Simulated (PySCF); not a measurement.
Cl2H3NSi. Atoms are numbered in the order given.

```xyz
7

Si     0.4827     0.3224     0.0517
N      0.0094     1.9564    -0.2002
Cl    -0.4285    -0.6317     1.6707
Cl    -0.0519    -0.7388    -1.6444
H      1.9542     0.2663     0.2837
H      0.3337     2.6670     0.4618
H     -0.9438     2.1565    -0.5151
```

Geometry optimised at PBE-D3(BJ)/def2-SVP. The values are those of a single conformer.

These are B3LYP/pcSseg-1 (PySCF) values and carry that method's errors.

GIAO shieldings, no solvent; atoms listed in one row are averaged. δ = σ(ref) − σ: ²⁹Si against TMS (σ = 338.7 ppm); ¹⁵N against NH3 (σ = 265.5 ppm); ³⁵Cl against HCl (σ = 933.3 ppm); ¹H against TMS (σ = 31.68 ppm), references at their B3LYP-D3(BJ)/def2-TZVP geometries, non-relativistic (without spin–orbit terms, shifts of atoms bonded to Cl or Br come out too high).

**Question.** Estimate the chemical shifts. (Estimate from the structure and the level; the computed values follow.)

**Answer.** 
| nucleus | atoms | count | δ (ppm) |
|---|---|---|---|
| ²⁹Si | Si1 | 1 | 0.2 |
| ¹⁵N | N2 | 1 | 54.4 |
| ³⁵Cl | Cl3 | 1 | 151.2 |
| ³⁵Cl | Cl4 | 1 | 82.1 |
| ¹H | H5 | 1 | 5.92 |
| ¹H | H7 | 1 | 1.94 |
| ¹H | H6 | 1 | 1.82 |
